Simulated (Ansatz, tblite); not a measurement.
Adding an electron: Ge₂O⁺. Charge 1, multiplicity 2. Geometry: PBE0-D4/def2-TZVP. Ansatz, gas phase; energy differences of separate SCF runs; the reduced species is a triplet (the singlet lies 0.76 eV higher at PBE0-D4/def2-TZVP).

Cartesian coordinates in Å:
```
Ge -0.495 -1.408 -0.926
Ge 0.495 1.408 0.926
O 0.000 0.000 0.000
```

The xTB rows come from tblite. The structure comes from a short search, and lower isomers may exist.

```
           level  −HOMO (eV)  −LUMO (eV)  vertical EA (eV)  HOMO–LUMO gap (eV)
        GFN1-xTB           –           –             10.37                   –
        GFN2-xTB           –           –             10.48                   –
PBE-D4/def2-TZVP        9.24        9.05              6.44                0.19
```

Task: Estimate the rows for r2SCAN-D4/def2-TZVP, PBE0-D4/def2-TZVP.

Result: 
```csv
level,−HOMO (eV),−LUMO (eV),vertical EA (eV),HOMO–LUMO gap (eV)
r2SCAN-D4/def2-TZVP,9.52,8.95,6.57,0.57
PBE0-D4/def2-TZVP,9.87,8.16,6.33,1.71
```

  HOMO and LUMO are the levels of the spin that leaves or enters (xTB has no such levels and no spin-polarisation term). Other spin states of the ions may lie lower, which would lower the ionisation energy or raise the affinity. Raw xTB energy differences between charge states are shifted by several eV; the methods need an empirical correction for them.
